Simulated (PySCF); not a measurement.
BCl2 (SMILES Cl[B]Cl), doublet, at a GFN2-xTB geometry. Base run: M06/6-31G (PySCF).

Geometry (Å):
```xyz
3

B     -0.0107     0.7114    -0.0627
Cl     1.4857    -0.0845    -0.0144
Cl    -1.4826    -0.1248     0.0328
```
Charge 0, spin multiplicity 2.
Orbitals are unrestricted.
All else is at PySCF's defaults.
Base energy -945.10384 Eh.

Variants of this job, named by their change:

```
change                               ΔE vs base (mEh)  grid points  electrons on the grid
-----------------------------------  ----------------  -----------  ---------------------
base                                            0.000        51808               39.00000
grids.radi_method = mura_knowles               -0.010        47744               39.00000
grids.level = 2                                -0.082        34704               39.00000
grids.radi_method = gauss_chebyshev            -0.026        50440               39.00000
grids.radi_method = delley                      0.259        52880               39.00000
grids.atom_grid = (30, 110)                   -22.280         7296               39.00013
grids.level = 1                                 0.408        17816               39.00001
grids.atom_grid = (150, 974)                   -0.018       225744               39.00000
grids.prune = off                               0.001        92096               39.00000
grids.becke_scheme = stratmann                 -0.007        51808               39.00000
grids.level = 7                                -0.017       257192               39.00000
```

Open shells are given as the SCF converged; they aren't shown to be the lowest states, and a large step between rows can be another state.
